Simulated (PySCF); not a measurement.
## HfC: frontier orbitals

PBE0 at R = 1.827 Å; Hf def2-TZVPP with ECP60, C def2-TZVPP; scalar-relativistic core potentials (PySCF 2.14). State: ³Σ⁻ (triplet), unpaired electrons π ↑↑, a second solution, started from another occupation. Only the outer orbitals are listed, counted within each symmetry, core potentials removing the inner ones.

```csv
spin,orbital,occ.,ε (eV),on Hf (%),main shells (%)
α,3σ,1,-37.31,95,95 Hf p
α,1π,1,-37.17,100,100 Hf p
α,1π,1,-37.17,100,100 Hf p
α,4σ,1,-16.05,23,"76 C s, 10 Hf d"
α,2π,1,-8.19,37,"62 C p, 32 Hf d"
α,2π,1,-8.19,37,"62 C p, 32 Hf d"
α,5σ,1,-6.65,30,"57 C p, 24 Hf d, 12 C s"
α,6σ,1,-5.75,96,"74 Hf s, 18 Hf d"
α,1δ,0,-2.48,100,100 Hf d
α,1δ,0,-2.48,100,100 Hf d
α,3π,0,-1.47,93,"60 Hf p, 32 Hf d"
β,1π,1,-36.84,100,100 Hf p
β,1π,1,-36.84,100,100 Hf p
β,3σ,1,-36.70,96,96 Hf p
β,4σ,1,-13.58,28,"71 C s, 14 Hf d, 9 Hf s"
β,5σ,1,-6.00,41,"47 C p, 35 Hf d, 13 C s"
β,6σ,1,-5.58,92,"75 Hf s, 10 Hf d"
β,2π,0,-3.81,53,"51 Hf d, 46 C p"
β,2π,0,-3.81,53,"51 Hf d, 46 C p"
β,1δ,0,-2.21,100,100 Hf d
```

**Question.** Which are the highest filled and the lowest empty level, where do they sit, and how wide is the gap?

**Answer.** Highest filled β 6σ at -5.58 eV (in %: 75 Hf s, 10 Hf d); lowest empty β 2π at -3.81 eV (in %: 51 Hf d, 46 C p); the gap at PBE0 is 1.77 eV.

The bond order (Mayer) is 2.33, the ⟨S²⟩ is 2.013 and the charge on Hf (Mulliken, basis-dependent) is 0.28. The charge on Hf (Löwdin, basis-dependent) is 0.20 and the dipole moment (positive dipole means Hf(−)C(+)) is -3.12 D.

Spin–orbit coupling is left out.
